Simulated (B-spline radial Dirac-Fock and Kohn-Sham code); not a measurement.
Auger parameter of promethium: the L3 level and its strongest L3-MM line

These are calculated numbers from a radial atomic solver; the model is multi-electron Dirac-Fock with separately optimised hole states, Breit and Lamb-shift corrections added in first order. The modified Auger parameter α′ is the binding energy plus the kinetic energy of the Auger electron; it does not depend on the energy zero. For free ions it tends to fall with charge, since less charge screens the final holes.

| species | configuration | binding 2p3/2 (eV) | Auger line | kinetic (eV) | α′ (eV) |
| --- | --- | --- | --- | --- | --- |
| Pm | [Xe] 4f5 6s2 | 6464.3 | M3M3 J=2 | 3690.8 | 10155.1 |
| Pm | [Xe] 4f3 5d2 6s2 | 6481.4 | M3M3 J=2 | 3664.9 | 10146.3 |
| Pm | [Xe] 4f4 6s2 6p1 | 6476.2 | M3M3 J=2 | 3674.0 | 10150.2 |
| Pm | [Xe] 4f5 6s1 6p1 | 6465.4 | M3M3 J=2 | 3689.7 | 10155.1 |
| Pm | [Xe] 4f4 5d1 6s2 | 6472.4 | M3M3 J=2 | 3678.3 | 10150.8 |
| Pm⁺ | [Xe] 4f5 6s1 | 6470.9 | M3M3 J=2 | 3682.9 | 10153.8 |
| Pm⁺ | [Xe] 4f6 | 6461.6 | M3M3 J=2 | 3697.3 | 10158.9 |
| Pm²⁺ | [Xe] 4f5 | 6478.6 | M3M3 J=2 | 3674.2 | 10152.7 |
| Pm²⁺ (Watson 2.2 Å) | [Xe] 4f5 | 6465.5 | M3M3 J=2 | 3687.2 | 10152.7 |
| Pm³⁺ | [Xe] 4f4 | 6498.9 | M3M3 J=2 | 3648.1 | 10147.0 |
| Pm³⁺ | [Xe] 4f3 5d1 | 6508.4 | M3M3 J=2 | 3634.2 | 10142.6 |
| Pm³⁺ (Watson 1.6 Å) | [Xe] 4f4 | 6472.1 | M3M3 J=2 | 3675.1 | 10147.2 |
| Pm³⁺ (Watson 2.7 Å) | [Xe] 4f4 | 6482.9 | M3M3 J=2 | 3664.1 | 10147.0 |
| Pm⁴⁺ | [Xe] 4f3 | 6521.9 | M3M3 J=2 | 3619.6 | 10141.5 |
| Pm⁵⁺ | [Kr] 4d10 4f3 5s2 5p5 | 6539.3 | M3M3 J=2 | 3601.8 | 10141.1 |
| Pm⁶⁺ | [Kr] 4d10 4f3 5s2 5p4 | 6557.4 | M3M3 J=2 | 3583.4 | 10140.8 |
| Pm⁷⁺ | [Kr] 4d10 4f3 5s2 5p3 | 6576.4 | M3M3 J=2 | 3564.6 | 10141.0 |
| Pm⁸⁺ | [Kr] 4d10 4f3 5s2 5p2 | 6596.2 | M3M3 J=2 | 3544.6 | 10140.8 |
